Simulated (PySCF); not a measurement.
Radial density of Sc (scandium, neutral)

PBEsol, [Ar] 3d2 4s1, high-spin 4F determinant (an excited configuration). Computed with PySCF 2.14 in aug-cc-pVTZ with one added diffuse shell each of s, p, d, f, g type (9s8p6d4f3g, 118 functions), with the non-relativistic Hamiltonian (point nucleus).

```tsv
r (bohr)	4πr²ρ (e/bohr)	4πr²(ρα − ρβ)
0.00131	0.1257	0.0000
0.00220	0.3426	0.0001
0.00370	0.9102	0.0003
0.00622	2.316	0.0007
0.0105	5.485	0.0017
0.0176	11.52	0.0034
0.0296	19.80	0.0053
0.0498	24.73	0.0043
0.0838	20.64	-0.0018
0.141	19.24	0.0027
0.237	26.23	0.0443
0.399	15.01	0.1771
0.671	7.164	0.5736
1.13	8.272	0.8325
1.90	2.293	0.7200
3.19	0.6454	0.5983
5.37	0.1901	0.1901
9.03	0.009394	0.0094
15.2	4.342e-05	0.0000
```
